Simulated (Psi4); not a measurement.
HClSi, singlet, geometry from GFN2-xTB; Psi4 with TPSS/cc-pV(T+d)Z.

Psi4 was given this input:
```
memory 2 GB

molecule mol {
0 1
  Si    0.793635   -0.215555    0.717313
  H     1.842392   -0.415410   -0.312898
  Cl   -0.761958    0.201951   -0.572322
}

set basis cc-pv(t+d)z
set reference rks

energy('tpss')
print_variables()
```

### Question
What does Psi4 print? Leave out banner, timings and long lists.

### Answer

```
   => Loading Basis Set <=

    Name: CC-PV(T+D)Z
    Role: ORBITAL
    Keyword: BASIS

         ---------------------------------------------------------
                                   SCF
               by Justin Turney, Rob Parrish, Andy Simmonett
                          and Daniel G. A. Smith
                              RKS Reference
         ---------------------------------------------------------

  ==> Geometry <==

    Molecular point group: cs
    Full point group: Cs

    Geometry (in Angstrom), charge = 0, multiplicity = 1:

       Center              X                  Y                   Z               Mass
    ------------   -----------------  -----------------  -----------------  -----------------
         SI          -0.863371413214     0.722018841959     0.000000000000    27.976926534650
         H           -1.930130360914    -0.309093818276     0.000000000000     1.007825032230
         CL           0.746370277863    -0.568744871089     0.000000000000    34.968852682000

  Running in cs symmetry.

  Rotational constants: A =      8.06159  B =      0.24794  C =      0.24054 [cm^-1]
  Rotational constants: A = 241680.24263  B =   7433.12023  C =   7211.32853 [MHz]
  Nuclear repulsion =   69.378093779721482

  Charge       = 0
  Multiplicity = 1
  Electrons    = 32
  Nalpha       = 16
  Nbeta        = 16

  ==> Algorithm <==

  SCF Algorithm Type is DF.
  DIIS enabled.
  MOM disabled.
  Fractional occupation disabled.
  Guess Type is SAD.
  Energy threshold   = 1.00e-06
  Density threshold  = 1.00e-06
  Integral threshold = 1.00e-12

  ==> Primary Basis <==

  Basis Set: CC-PV(T+D)Z
    Blend: CC-PV(T+D)Z
    Number of shells: 32
    Number of basis functions: 92
    Number of Cartesian functions: 105
    Spherical Harmonics?: true
    Max angular momentum: 3

  ==> DFT Potential <==

   => LibXC <=

    Version 7.1.2
    S. Lehtola, C. Steigemann, M. J. T. Oliveira, and M. A. L. Marques,  SoftwareX 7, 1–5 (2018) (10.1016/j.softx.2017.11.002)

   => Composite Functional: TPSS <=

    TPSS Meta-GGA XC Functional

    J. Tao, et al., Phys. Rev. Lett., 91, 146401, 2003

    Deriv               =              1
    GGA                 =           TRUE
    Meta                =           TRUE

    Exchange Hybrid     =          FALSE
    MP2 Hybrid          =          FALSE

   => Exchange Functionals <=

    1.0000   XC_MGGA_X_TPSS

   => Correlation Functionals <=

    1.0000   XC_MGGA_C_TPSS

   => LibXC Density Thresholds  <==

    XC_MGGA_C_TPSS:  1.00E-15
    XC_MGGA_X_TPSS:  1.00E-15

   => Molecular Quadrature <=

    Radial Scheme          =       TREUTLER
    Pruning Scheme         =           NONE
    Nuclear Scheme         =       TREUTLER

    Blocking Scheme        =         OCTREE
    BS radius alpha        =              1
    Pruning alpha          =              1
    Radial Points          =             75
    Spherical Points       =            302
    Total Points           =          64174
    Total Blocks           =            549
    Max Points             =            256
    Max Functions          =             92
    Weights Tolerance      =       1.00E-15

   => Loading Basis Set <=

    Name: (CC-PV(T+D)Z AUX)
    Role: JKFIT
    Keyword: DF_BASIS_SCF

  ==> Integral Setup <==

  SCF_SUBTYPE=INCORE selected. In-core MEM_DF algorithm will be used.
  Using in-core AOs.

  ==> MemDFJK: Density-Fitted J/K Matrices <==

    J tasked:                   Yes
    K tasked:                    No
    wK tasked:                   No
    Algorithm:                 Core
    Schwarz Cutoff:           1E-12
    Mask sparsity (%):       0.0236
    Fitting Condition:        1E-10

   => Auxiliary Basis Set <=

  Basis Set: (CC-PV(T+D)Z AUX)
    Blend: CC-PVTZ-JKFIT
    Number of shells: 84
    Number of basis functions: 272
    Number of Cartesian functions: 325
    Spherical Harmonics?: true
    Max angular momentum: 4

  Minimum eigenvalue in the overlap matrix is 3.9343053631E-03.
  Reciprocal condition number of the overlap matrix is 9.1776670420E-04.
    Using symmetric orthogonalization.

  ==> Pre-Iterations <==

  SCF Guess: Superposition of Atomic Densities via on-the-fly atomic UHF (no occupation information).

   -------------------------
    Irrep   Nso     Nmo
   -------------------------
     A'        62      62
     A"        30      30
   -------------------------
    Total      92      92
   -------------------------

  ==> Iterations <==

                           Total Energy        Delta E     RMS |[F,P]|

   @DF-RKS iter SAD:  -750.10681855693565   -7.50107e+02   0.00000e+00
   @DF-RKS iter   1:  -750.30705926580947   -2.00241e-01   5.03444e-03 DIIS/ADIIS
   @DF-RKS iter   2:  -750.32020238761402   -1.31431e-02   4.24554e-03 DIIS/ADIIS
   @DF-RKS iter   3:  -750.35610301363363   -3.59006e-02   7.60016e-04 DIIS/ADIIS
   @DF-RKS iter   4:  -750.35735562963328   -1.25262e-03   1.17550e-04 DIIS/ADIIS
   @DF-RKS iter   5:  -750.35737842950311   -2.27999e-05   8.49294e-05 DIIS
   @DF-RKS iter   6:  -750.35739898198005   -2.05525e-05   1.71332e-05 DIIS
   @DF-RKS iter   7:  -750.35739970181373   -7.19834e-07   4.26709e-06 DIIS
   @DF-RKS iter   8:  -750.35739974737999   -4.55663e-08   7.38955e-07 DIIS
  Energy and wave function converged.

  ==> Post-Iterations <==

   Electrons on quadrature grid:
      Ntotal   =   31.9999970771 ; deviation = -2.923e-06

    Orbital Energies [Eh]
    ---------------------

    Doubly Occupied:

[...]
      13Ap    -0.219387

    Virtual:

[...]
      62Ap     8.109294

    Final Occupation by Irrep:
             Ap   App
    DOCC [    13,    3 ]
    NA   [    13,    3 ]
    NB   [    13,    3 ]

  @DF-RKS Final Energy:  -750.35739974737999

   => Energetics <=

    Nuclear Repulsion Energy =             69.3780937797214818
    One-Electron Energy =               -1175.1222245079989079
    Two-Electron Energy =                 404.9175781133777718
    DFT Exchange-Correlation Energy =     -49.5308471324802539
    Empirical Dispersion Energy =           0.0000000000000000
    VV10 Nonlocal Energy =                  0.0000000000000000
    Total Energy =                       -750.3573997473799864

Computation Completed

Properties will be evaluated at   0.000000,   0.000000,   0.000000 [a0]

Properties computed using the SCF density matrix

 Multipole Moments:

 ------------------------------------------------------------------------------------
     Multipole            Electronic (a.u.)      Nuclear  (a.u.)        Total (a.u.)
 ------------------------------------------------------------------------------------

 L = 1.  Multiply by 2.5417464519 to convert [e a0] to [Debye]
 Dipole X            :          2.1985712           -2.5115130           -0.3129418
 Dipole Y            :         -0.1961142            0.2466228            0.0505086
 Dipole Z            :          0.0000000            0.0000000            0.0000000
 Magnitude           :                                                    0.3169916

 ------------------------------------------------------------------------------------

  Variable Map:
  ----------------------------------------------------------------------------
[...]
  Array Variable Map:
  ----------------------------------------------------------------------------
[...]
[...]
```
